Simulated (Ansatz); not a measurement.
A nudged elastic band was laid between two geometries of BFH2O + FH (7 atoms, charge 0, multiplicity 1).

Level of theory: RKS BLYP/def2-SVPD in Ansatz 0.2.0.

```json
{
 "movable images": "7",
 "climbing image": "yes",
 "spring": "5.0 eV/Å²",
 "optimiser": "quadratic models (default)",
 "start path": "through a guess of the saddle point",
 "force threshold": "0.05 eV/Å",
 "iteration limit": "60",
 "end points": "relaxed"
}
```

First end point:

```xyz
7
Properties=species:S:1:pos:R:3
B 0.150 -0.720 0.088
H -0.193 -1.868 0.199
O 1.129 -0.264 -0.723
H 1.580 -0.944 -1.253
F -0.489 0.220 0.835
F -0.193 2.978 1.155
H -0.272 2.048 1.024
```

Last end point:

```xyz
7
Properties=species:S:1:pos:R:3
B 0.246 0.763 -0.487
H -0.374 -0.834 2.134
O 1.428 0.146 -0.743
H 1.348 -0.685 -1.241
F -0.936 0.263 -0.903
F 0.242 1.917 0.192
H -0.241 -0.120 2.373
```

Q: What changes between the two ends?

A: Bonds broken: B1–H2, F6–H7. Bonds formed: B1–F6, H2–H7. BFH2O + FH becomes BF2HO + H2.

Q: Give the energies along the band, and the barrier.

A: It converged. The highest image is number 5 of 0 to 8, 29.0 kcal/mol above the first end and 49.1 kcal/mol above the last; the last end lies 20.1 kcal/mol below the first. The profile has 2 maxima (images 5, 7) with wells between them (image 6): this band takes more than one step, which may be the mechanism or a detour left from its start path. Neighbouring images differ by up to 2.0 eV, so the band resolves the path poorly. A vibrational analysis at the climbing image gives one clearly imaginary mode, 1111i cm⁻¹: a first-order saddle point. The orbitals stay closed-shell, which can raise the energy where a bond breaks towards radicals; this wasn't checked here.

| image | path coordinate (Å) | energy (kcal/mol) | B1–H2 (Å) | F6–H7 (Å) | B1–F6 (Å) |
| --- | --- | --- | --- | --- | --- |
| 0 | 0.00 | 0.0 | 1.20 | 0.94 | 3.86 |
| 1 | 1.05 | 0.4 | 1.20 | 0.94 | 3.75 |
| 2 | 2.09 | 1.4 | 1.20 | 0.94 | 3.19 |
| 3 | 3.14 | 3.6 | 1.21 | 0.94 | 2.95 |
| 4 | 4.18 | 5.1 | 1.22 | 0.94 | 2.75 |
| 5 | 5.23 | 29.0 | 1.38 | 1.20 | 1.73 |
| 6 | 6.32 | -17.1 | 2.29 | 2.22 | 1.36 |
| 7 | 7.42 | -15.1 | 2.32 | 2.46 | 1.34 |
| 8 | 8.51 | -20.1 | 3.13 | 3.02 | 1.34 |

Q: What is the geometry of the highest image?

A: 
```xyz
7
Properties=species:S:1:pos:R:3
B -0.094 0.111 -0.031
H 0.019 -0.401 1.240
O 0.830 -0.322 -0.934
H 1.757 -0.324 -0.645
F -1.388 0.185 -0.380
F 0.359 1.601 0.714
H 0.228 0.600 1.362
```

Time of the run: 3.4 min on 2 threads of Arm Neoverse V2 (shared host), peak memory 0.11 GiB.
